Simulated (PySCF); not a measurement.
Identify the compound

The spectra below were simulated for a compound C₄H₁₂O₂Si₃.

¹H NMR (600 MHz, computed): δ 10.23 (d, 1H), 6.80 (d, 1H), 5.84 (q, 2H), 5.16 (s, 2H), 3.52 (t, 3H), 2.41 (s, 3H).

¹³C{¹H} NMR (computed): δ 193.6 (CH), 175.2 (C), 139.2 (CH), 22.3 (CH3).

One computed conformer, relativity neglected, fast rotation and ring inversion assumed for equivalent nuclei, no solvent model. Shielding tensors at PBE0/pcSseg-1 (GIAO); coordinates at the GFN2-xTB level; PySCF.

Chemical shifts δ = σref − σ; ¹H, ¹³C against TMS, all at this level.

Question: Deduce the structure.

Answer: 
- The formula gives 2 degrees of unsaturation (no ring in the answer).
- 4 carbon signals for 4 carbons: no two carbons are equivalent.
- Carbon types of the structure: 1 × C, 2 × CH, 1 × CH3, leaving 7 H on heteroatoms.
- δC 193.6: aldehyde carbonyl carbon; low-lying n→π* states of the double bond to the heteroatom give a large paramagnetic term (-252 ppm).
- δC 175.2: β carbon of a C=C–C=O unit; conjugation with the carbonyl draws π density from the β position.
- δC 139.2: α carbon of a C=C–C=O unit; as expected for a trigonal carbon in a double bond.
- δC 22.3: allylic methyl carbon; a saturated carbon with 1 carbon neighbour and no heteroatom attached.
- δH 10.23: hydrogen on an aldehyde carbonyl carbon; the formyl region, downfield of aromatic protons.
- δH 6.80: hydrogen on an α carbon of a C=C–C=O unit; olefinic region.
- δH 2.41: hydrogen on an allylic methyl carbon; allylic position.

These data were computed for `InChI=1S/C4H12O2Si3/c1-4(2-3-5)8-6-9-7/h2-3H,8-9H2,1,7H3/b4-2+`.

The shifts were computed for this structure.

Shifts are as computed. Against solution values, carbons near 30 ppm lie about +3 ppm off and those near 130 ppm about +5 ppm. Of 1309 compounds with measured shifts, 239 miss one by over three times the rms of a fit or turn the order of signals round; such compounds aren't used in these exercises. Multiplicities follow the n + 1 count of equivalent neighbours, as no J values were calculated; m marks all less simple cases, F and P coupling included.
